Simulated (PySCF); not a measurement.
**Heteronuclear NMR**

Structure with atom numbers: `[CH3:1][C:2]([CH3:3])([CH3:4])[B:5]([OH:6])[OH:7]`; H(Xn) means a hydrogen on atom n.

Theory: PBE0/pcSseg-1 with gauge-including orbitals, J couplings at B3LYP/pcJ-1 (spin–dipole term only in couplings to heteroatoms), PBE0-D3(BJ)/def2-SVP geometry, in PySCF 2.14 (gas phase, single conformer, averaged over atoms made equivalent by symmetry, fast rotation or ring inversion, no relativistic terms).

Task: Where does ¹⁷O resonate?

Result: 
```tsv
atoms	environment	σ (ppm)	δ (ppm)
O6/O7	oxygen bonded to B, H	216.3	71.1
```

Shieldings were converted by a linear fit to measured shifts: ¹⁷O: δ = 264.06 − 0.892σ (rms 13.4 ppm, 147 shifts, 14.2 ppm with the 1 outlier that the fit left out vs liquid water, solution or neat liquid). A few per cent of atoms miss by over 2 rms, more outside the fitted compound classes. Couplings are scaled by factors fitted to measured values: ²J(H,H) × 0.91 (rms 0.6 Hz); all others are unscaled and can be 10–30 % off.

Couplings (the largest are listed; each averaged over equivalent pairs; quadrupolar broadening usually hides them): ¹J(B5,O6) = -6.5 Hz, ²J(C2,O6) = -5.4 Hz.

On a 300 MHz spectrometer ¹⁷O resonates near 40.7 MHz, so 1 ppm is 40.7 Hz.
